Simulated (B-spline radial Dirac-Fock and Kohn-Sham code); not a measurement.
Dipole and non-dipole photoemission parameters of Rb⁺ 4p3/2

System: Rb⁺, [Ar] 3d10 4s2 4p6; threshold 25.60 eV (orbital energy of the model). Model: Dirac-Hartree-Slater photoionisation with a Latter tail; cross sections with all multipoles, angular parameters from the dipole term and its interference with E2. Program: an atomic code on a B-spline grid.

For linearly polarised light dσ/dΩ = σ/(4π) [1 + β P₂(cos θ) + (δ + γ cos²θ) sin θ cos φ], with θ from the polarisation vector and φ the angle between the beam and the projection of the electron momentum on the plane normal to the polarisation.

```tsv
hν (eV)	σ (kb)	β	γ	δ
53.3	556	0.938	0.305	-0.028
68.1	282	0.004	0.140	-0.013
71.3	259	-0.097	0.094	-0.007
80	223	-0.196	-0.001	0.008
84.5	213	-0.171	-0.029	0.014
135	168	0.666	0.075	0.024
139	165	0.714	0.087	0.023
150	157	0.830	0.116	0.020
198	126	1.157	0.168	0.010
400	56.2	1.575	0.052	-0.001
581	32.2	1.655	-0.015	0.000
601	30.5	1.660	-0.018	0.000
651	26.8	1.668	-0.023	0.000
692	24.1	1.673	-0.024	0.000
712	23.0	1.674	-0.024	0.001
761	20.5	1.677	-0.022	0.001
800	18.7	1.679	-0.019	0.001
1140	9.58	1.669	0.051	0.004
1253.6	7.90	1.660	0.082	0.004
1680	4.22	1.622	0.212	0.008
2250	2.15	1.565	0.385	0.014
3810	0.569	1.420	0.770	0.035
4000	0.499	1.404	0.809	0.037
4460	0.371	1.367	0.896	0.044
7400	0.0873	1.169	1.301	0.093
8047.8	0.0680	1.132	1.366	0.103
9251.7	0.0445	1.070	1.471	0.124
11600	?	?	?	?
11800	0.0208	0.956	1.645	0.166
```

Question: Give the values at 11600 eV.

Answer: σ = 0.0220 kb, β = 0.965, γ = 1.633, δ = 0.163.

Values without a named source are computed, but for edge energies of neutral atoms, which are taken from tables.
